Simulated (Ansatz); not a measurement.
```xyz
10

C     0.477    1.594    0.572
N     0.020    0.326    0.154
Mo   -0.446   -1.185   -0.382
F    -2.195   -0.969   -0.972
F    -1.232   -1.998    1.093
Cl    0.170   -1.102   -2.585
Cl    1.415   -2.433    0.083
H     1.396    1.475    1.153
H     0.680    2.213   -0.307
H    -0.285    2.077    1.190
```

The species carries charge 0 and has multiplicity 1. Mo takes the def2 core potential.

Problem. List the PBE/def2-TZVPP orbital energies in eV (Ansatz). (An estimate is asked.)

Solution. Computed: Occupied: -2739.01, -2739.01, -659.94, -659.94, -382.60, -271.18, -249.58, -249.58, -190.23, -190.23, -190.15, -190.15, -190.13, -190.13, -69.99, -44.11, -43.86, -43.85, -28.78, -28.70, -22.79, -20.21, -20.02, -17.03, -12.68, -12.37, -12.36, -11.90, -11.47, -11.24, -10.76, -10.74, -9.63, -9.51, -8.93, -8.91, -8.57, -8.40, -7.65, -7.57, -7.39. Lowest empty: -4.93, -3.16, -3.14, -2.37, -1.50, -0.48, 0.44, 0.80.
